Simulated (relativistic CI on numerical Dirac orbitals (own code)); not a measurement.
## Hyperfine structure of Ir LII, mass number 191

Computed by Dirac-Coulomb-Breit CI, KLI orbitals optimised for each configuration, a model potential for QED, unscaled Slater integrals (own radial code, finite nucleus).

Configuration list (outside the closed core [Ne]): 3s2 3p6 3d8, 3s2 3p5 3d9, 3s2 3p4 3d10, 3s 3p6 3d9, 3p6 3d10, 3s 3p5 3d10, 3s2 3p6 3d7 4s, 3s2 3p6 3d7 4p, 3s2 3p4 3d9 4s, 3s2 3p6 3d7 4d, 3s2 3p4 3d9 4p, 3s2 3p5 3d8 4s, 3s2 3p6 3d7 4f, 3s2 3p4 3d9 4d, 3s 3p5 3d9 4s, 3s2 3p5 3d8 4p. Levels of other configurations are missing.

Nuclear spin I = 3/2, μ = 0.1502 μN, Q = 0.816 b (tables of Stone and Pyykkö). The electronic factors are computed for point nuclear moments, without core polarisation or the Bohr-Weisskopf and QED corrections.

| Level | E (10³ cm⁻¹) | A (MHz) | B (MHz) |
| --- | --- | --- | --- |
| 3s2 3p6 3d8 3F_4 | 0.0 | 4417 | -52600 |
| 3s2 3p6 3d8 3F_3 | 640.3 | 6498 | -25500 |
| 3s2 3p6 3d8 3P_2 | 721.4 | 5114 | 19400 |
| 3s2 3p6 3d8 3P_1 | 767.0 | -809.6 | -27300 |
| 3s2 3p6 3d8 1G_4 | 767.4 | 7128 | -145000 |
| 3s2 3p6 3d8 3F_2 | 1341.0 | 11350 | 4470 |
| 3s2 3p5 3d9 3F°_4 | 3728.2 | 11040 | -432000 |
| 3s2 3p5 3d9 1D°_2 | 3811.3 | 6300 | 235000 |

Levels with J = 0, under 50 % of one LS term, or S terms without an open s electron are left out. Small factors come from cancelling terms and can be off by tens of per cent or more.

At this charge energies of transitions that change n are usually good to better than 1 %, and those within a shell (Δn = 0) to a few per cent.

(1) Give the hyperfine levels of 3s2 3p6 3d8 3F_4 relative to its centre of gravity.

## Answers

(1) With K = F(F + 1) − I(I + 1) − J(J + 1), E = AK/2 + B[¾K(K + 1) − I(I + 1)J(J + 1)]/[2I(2I − 1)J(2J − 1)]: F = 5/2: -58960, F = 7/2: -7338, F = 9/2: 25220, F = 11/2: 13350 MHz.

LS names give the leading component of a level, which can be under half, so a name can repeat, a term be missing and a line seem to break the LS rules.
